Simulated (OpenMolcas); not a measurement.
S II: effect of the basis set

* Program: OpenMolcas 26.06
* Method: CASSCF
* Active space: 5 electrons in 4 orbitals (3s 3p)
* State averaging: 2S+1 = 4 odd, 1 root; 2S+1 = 2 odd, 8 roots; 2S+1 = 4 even, 3 roots; 2S+1 = 2 even, 9 roots
* Spin-orbit coupling: state interaction with AMFI integrals over the reference wave functions, term energies averaged over their components

A. ANO-R1 [4s3p1d], X2C, finite nucleus; cost about 7 core-seconds
B. ANO-RCC-VTZP [5s4p2d1f], DKH2, point nucleus; cost about 13 core-seconds
C. ANO-L-VTZP [5s4p2d1f], non-relativistic, point nucleus; cost about 11 core-seconds
D. ANO-R2 [5s4p3d1f], X2C, finite nucleus; cost roughly 8 core-seconds
E. ANO-RCC-VQZP [6s5p3d2f1g], DKH2, point nucleus; cost about 11 core-seconds
F. ANO-R3 [6s5p4d3f1g], X2C, finite nucleus; cost about 13 core-seconds

Energies in cm⁻¹ above 3s² 3p³ ⁴S°_3/2, the measured ground level; measured values from NIST Handbook of Basic Atomic Spectroscopic Data.

| Level | A | B | C | D | E | F | Measured |
| --- | --- | --- | --- | --- | --- | --- | --- |
| 3s² 3p³ ⁴S°_3/2 | 0.0 | 0.0 | 0.0 | 0.0 | 0.0 | 0.0 | 0.0 |
| 3s² 3p³ ²D°_3/2 | 19092 | 19200 | 19194 | 19178 | 19208 | 19217 | 14853 |
| 3s² 3p³ ²D°_5/2 | 19125 | 19231 | 19226 | 19211 | 19240 | 19250 | 14885 |
| 3s² 3p³ ²P°_1/2 | 26114 | 26244 | 26193 | 26213 | 26241 | 26259 | 24525 |
| 3s² 3p³ ²P°_3/2 | 26137 | 26265 | 26214 | 26236 | 26264 | 26281 | 24572 |
| 3s 3p⁴ ⁴P_5/2 | 86569 | 86510 | 85502 | 86543 | 86515 | 86532 | 79395 |
| 3s 3p⁴ ⁴P_3/2 | 86946 | 86874 | 85865 | 86910 | 86880 | 86900 | 79757 |
| 3s 3p⁴ ⁴P_1/2 | 87167 | 87088 | 86079 | 87125 | 87094 | 87115 | 79963 |
| 3s 3p⁴ ²D_3/2 | 124322 | 124374 | 123310 | 124342 | 124353 | 124371 | 97891 |
| 3s 3p⁴ ²D_5/2 | 124327 | 124378 | 123314 | 124347 | 124357 | 124375 | 97919 |
| 3s 3p⁴ ²S_1/2 | 143255 | 143306 | 142240 | 143235 | 143228 | 143259 | 119784 |
| 3s 3p⁴ ²P_3/2 | 160599 | 160656 | 159544 | 160566 | 160607 | 160627 |  |
| 3s 3p⁴ ²P_1/2 | 161037 | 161085 | 159971 | 161004 | 161042 | 161065 |  |

Deviations, from unrounded energies. A percentage is the sum of absolute deviations over the sum of measured energies, with the sign that they share, or ± where signs differ.

```tsv
Against measurement	Levels	A	B	C	D	E	F
mean absolute deviation (cm-1)	10	11000	11000	10000	11000	11000	11000
other terms of the ground configuration (%)	4	+14.8	+15.4	+15.2	+15.2	+15.4	+15.4
other configurations (%)	6	+17.6	+17.6	+16.5	+17.6	+17.6	+17.6
```

C lies closest to measurement on these levels and F furthest from it. The largest miss of C in the table is 3s 3p⁴ ²D_3/2, by +25000 cm-1. The ranking rests on the paired levels alone, and a cruder setting can come out closer through cancelling errors.

Among A to F the level of the table that moves most is 3s 3p⁴ ²P_1/2, by 1100 cm-1 (lowest in C, highest in B).

Without dynamic correlation excited terms often stand tens of per cent too high (terms of higher spin than the ground term too low), and those without a measured partner can miss by more than the paired ones. Terms of s pⁿ other than that of highest spin mix with s² pⁿ⁻² d, which this space lacks; all of them can be thousands of cm-1 off, and some have no real level of that name. Computed and measured levels are paired by configuration, term and J; levels that our copy of the source lacks, or whose pairing is in doubt (as where it misses far off the trend of its configuration), stay unpaired and out of the deviations. Levels of configurations outside the active space are missing.

° marks odd parity.
